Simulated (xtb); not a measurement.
Al(H)2(SiH3) (AlH₅Si), SMILES [SiH3][AlH2]. All values are semi-empirical tight-binding results from xtb (GFN2-xTB unless named), good for trends rather than for accurate numbers. The structure is a stationary point at GFN2-xTB.

The geometry has at least one imaginary mode, so it is a saddle point at that level.

For metal compounds this method's bond lengths and energies can be far off.

Computed properties:
| Property | Result |
|---|---|
| orbital gap | 3.54 eV |
